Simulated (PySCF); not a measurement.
Al(Cl)(F)(NHMe) (CH₄AlClFN), SMILES C[NH][Al]([F])[Cl]. Heavy atoms are numbered as in [Al:1]([Cl:2])([F:3])[NH:4][CH3:5]. Hydrogens are named by the atom that carries them.

Coordinates come from a PBE0-D3(BJ)/def2-SVP optimisation. The structure was generated by enumeration; whether it is a known compound was not checked. One conformer was computed; it need not be the lowest.

Method: KT2/pcSseg-1 (PySCF).

GIAO shieldings, no solvent; atoms alike by connectivity are averaged. δ = σ(ref) − σ: ³⁵Cl against HCl (σ = 945.4 ppm); ¹⁹F against CFCl3 (σ = 127.1 ppm); ¹⁵N against NH3 (σ = 266.2 ppm); ¹³C against TMS (σ = 185.1 ppm); ¹H against TMS (σ = 31.47 ppm), references at their B3LYP-D3(BJ)/def2-TZVP geometries, non-relativistic (without spin–orbit terms, shifts of atoms bonded to Cl or Br come out too high).

| atoms | nucleus | count | δ (ppm) |
|---|---|---|---|
| Cl2 | ³⁵Cl | 1 | … |
| F3 | ¹⁹F | 1 | … |
| N4 (NH) | ¹⁵N | 1 | … |
| C5 (CH3) | ¹³C | 1 | 36.0 |
| H on C5 | ¹H | 3 | 3.16 |
| H on N4 | ¹H | 1 | 0.90 |

Question: Complete the blanks. (An estimate is asked for; the answer gives what the named calculation found.)

Answer: 
- F3, δ (ppm): -214.2
- Cl2, δ (ppm): -53.4
- N4 (NH), δ (ppm): 38.0
